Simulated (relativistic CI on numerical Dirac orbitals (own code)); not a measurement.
A reference radial Dirac CI calculation of Os IV gave the lowest total energy -17237.62971 Ha in 12 SCF steps, from this input:

```
atom Os  Z=76  charge=3  electrons=73
nucleus A=192  rms_radius_fm=5.4126
hamiltonian dirac-coulomb  breit=on  qed=on  c_scale=1
orbitals kli  potential=per-configuration
slater_scale 1
correlation none
mixing on
grid step=0.0125 r_max=50.3
scf mixing=0.4 start=green max_iterations=150 tolerance=2e-08 node_fill=0.05
configurations
  [Xe] 4f14 5d5
end
```

One setting was then changed (and the iteration limit cut to 96), and the output read:

```
error: configuration [Xe] 4f14 5d5 has 73 electrons, the ion has 74
end: refused
```

Task: Which setting was changed?
A. charge
B. start potential
C. node fill of the KLI weights
D. end of the grid

Result: A. The charge 2. This setting is bad on purpose; its numbers may not be properties of the ion.
